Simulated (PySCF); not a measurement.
An unknown is described by computed data only.

Formula: CH5Cl3O3Si3.

| Quantity | Value |
| --- | --- |
| 1H NMR | chemical shifts (computed TMS as zero) by class: 5.28 (2 H), 5.21 (2 H), 4.68 (1 H) ppm [GIAO PBE0/pcSseg-1] |
| Triplet | lowest triplet excitation (Tamm–Dancoff): 5.74 eV [TDA CAM-B3LYP/def2-SVPD] |
| Valence photoelectron | vertical ionisation energy: 10.44 eV [ΔSCF CAM-B3LYP/def2-SVPD] |
| Polarisability | 126.2 au [CAM-B3LYP/def2-SVPD] |
| 13C NMR | chemical shifts (computed TMS as zero) by class: 110.6 (1 C) ppm [GIAO PBE0/pcSseg-1] |
| Rotational structure | rotational constants A, B, C: 0.932, 0.458, 0.396 GHz [PBE0-D3(BJ)/def2-SVP] |
| UV, strongest line | among the 10 lowest singlet transitions: S6 at 7.37 eV (168 nm, f = 0.038) [TDDFT CAM-B3LYP/def2-SVPD] |

The electronic properties come from PySCF, for the isolated species, density fitting. Levels stand in brackets. Geometry: PBE0-D3(BJ)/def2-SVP, one conformer, isolated molecule. Each NMR value is the plain mean over a class of atoms that symmetry, rotation or inversion makes alike.

Question: Give a SMILES that accounts for the data.

Answer: Numbering: `[Cl:1][C:2]([Cl:3])([Cl:4])[SiH:5]1[O:6][SiH2:7][O:8][SiH2:9][O:10]1`. Its formula, CH5Cl3O3Si3, gives 1 degree of unsaturation: 1 ring and 0 π bonds in the structure found. The one carbon: CCl3 carbon [C2] (110.6 ppm). Hydrogen classes from least to most shielded: 2 H on 2 oxygen-bound silicons, Si7/Si9 (5.28 ppm), 2 H on 2 oxygen-bound silicons, Si7/Si9 (5.21 ppm), 1 H on an oxygen-bound silicon, Si5 (4.68 ppm). The first electron is taken from the HOMO, whose largest Löwdin shares are 0.17 on the CCl3 carbon, 0.14 on each of 2 atoms of one kind (chlorine of a CCl3 group) and 0.11 on a chlorine of a CCl3 group. The optimised geometry has point group Cs and is an asymmetric top. Structure: `ClC(Cl)(Cl)[SiH]1O[SiH2]O[SiH2]O1`. The assignments are read from this structure; whether some other isomer fits the data as well wasn't checked. NMR values of atoms bound to several Cl lack the spin–orbit term that these neighbours bring.
